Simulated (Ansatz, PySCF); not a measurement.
B(Me)(OH)(SeH) (CH5BOSe), SMILES CB(O)[SeH]. Atoms are numbered in the order given.

```xyz
9

B      0.3833    -0.5214     0.6754
C      1.8406    -1.0893     0.4678
H      1.8389    -2.1907     0.5578
H      2.5161    -0.7072     1.2545
H      2.2845    -0.8348    -0.5055
O     -0.3425    -0.7225     1.8065
H      0.1225    -1.2478     2.4711
Se    -0.4450     0.5326    -0.7593
H     -1.7118     0.7741    -0.0427
```
Charge 0, spin multiplicity 1.

Coordinates come from a B3LYP-D3(BJ)/def2-SVP optimisation. This is a generated structure with no PubChem entry under its InChIKey; it may be hypothetical. The values are those of a single conformer.

Two levels are set side by side: PBE-D3(BJ)/def2-SVP (Ansatz, an electronic-structure program) and B3LYP-D3(BJ)/def2-SVP (Ansatz). Each level has its own optimised geometry; the coordinates shown are those of the second. Frequencies come from the Hessian of PySCF at each geometry. Differences are taken from unrounded values.

| quantity | B3LYP-D3(BJ) |
|---|---|
| mean bond length (Å) | 1.331 |
| bond B1–C2 (Å) | 1.578 |
| bond B1–O6 (Å) | 1.359 |
| bond B1–Se8 (Å) | 1.964 |
| bond C2–H3 (Å) | 1.105 |
| bond C2–H4 (Å) | 1.105 |
| bond C2–H5 (Å) | 1.100 |
| bond O6–H7 (Å) | 0.966 |
| bond Se8–H9 (Å) | 1.475 |
| highest harmonic wavenumber (cm⁻¹) | 3824 |
| mean harmonic wavenumber (cm⁻¹) | 1333 |
| zero-point energy (kcal/mol) | 40.02 |

What does PBE-D3(BJ) give, and how far is it from B3LYP-D3(BJ)? (Estimate from the structure and the level; the computed values follow.)


```
quantity                            PBE-D3(BJ)  PBE-D3(BJ) minus B3LYP-D3(BJ)
----------------------------------  ----------  -----------------------------
mean bond length (Å)                     1.338                          0.007
bond B1–C2 (Å)                           1.581                          0.003
bond B1–O6 (Å)                           1.369                          0.010
bond B1–Se8 (Å)                          1.964                          0.000
bond C2–H3 (Å)                           1.112                          0.007
bond C2–H4 (Å)                           1.112                          0.007
bond C2–H5 (Å)                           1.107                          0.007
bond O6–H7 (Å)                           0.975                          0.009
bond Se8–H9 (Å)                          1.485                          0.010
highest harmonic wavenumber (cm⁻¹)        3713                           -112
mean harmonic wavenumber (cm⁻¹)           1300                            -33
zero-point energy (kcal/mol)             39.02                          -1.00
```

GGA bonds tend to be longer and softer than those of functionals with exact exchange. Differences between two approximate levels are no errors against the true value.
